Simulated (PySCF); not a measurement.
**Which determinant of GaCl⁺ lies lowest?**

Unrestricted PBE0; Ga cc-pVDZ-PP with ECP10, Cl cc-pV(D+d)Z; scalar-relativistic core potentials (PySCF 2.14). Outer shells of the fragments: Ga+ 3d10 4s2; Cl 3s2 3p5.

Followed along the bond (rough minima from three points):

```tsv
2Ms+1	unpaired	⟨S²⟩ at the start	R at minimum (Å)	Te (eV)
2	σ ↑	0.76	2.14	0.00
2	π ↑	0.75	2.96	0.46
4	σ ↑, π ↑↑	3.75	2.47	5.27
```

Solutions found at the starting distance of 2.275 Å, counted from the lowest of them; the search is not exhaustive and high or unbound solutions are not listed, so other states can lie among these:

| 2Ms+1 | unpaired | term | E (eV) | ⟨S²⟩ | ⟨Lz²⟩ | μ (D) |
| --- | --- | --- | --- | --- | --- | --- |
| 2 | σ ↑ | ²Σ⁺ | 0.00 | 0.76 | 0.00 | -3.44 |
| 2 | π ↑ | ²Π | 1.12 | 0.75 | 1.01 | 0.46 |
| 2 | π ↑ | ²Π | 5.23 | 0.86 | 1.00 | -2.64 |
| 4 | σ ↑, π ↑↑ | mixed | 5.27 | 3.75 | 2.01 | 0.90 |
| 4 | σ ↑, π ↑↑ | mixed | 5.43 | 3.75 | 2.01 | 0.93 |
| 4 | σ ↑↑, π ↑ | ⁴Π | 7.40 | 3.75 | 1.00 | -0.38 |
| 4 | σ ↑↑, π ↑ | ⁴Π | 7.43 | 3.75 | 1.01 | 1.40 |
| 4 | σ ↑↑↑ | ⁴Σ⁺ | 9.54 | 3.76 | 0.00 | -0.16 |

A term symbol is given only where ⟨S²⟩ and ⟨Lz²⟩ are close to those of a pure state; real π, δ and φ orbitals otherwise mix terms. A positive dipole points towards Cl; it is taken about the centre of mass and depends on that origin.

Q: Compare the gap between the two lowest followed solutions at the starting distance with the gap between their minima.

A: At PBE0 the second solution (doublet, unpaired electrons π ↑) lies +1.12 eV from the first (doublet, unpaired electrons σ ↑) at 2.275 Å and +0.46 eV at the minima; the two curves relax by different amounts, since their minima lie near 2.96 and 2.14 Å.

Spin–orbit coupling is left out. Counting both spins, an empty level lies below a filled one in some of these solutions, because spin and occupation are held.
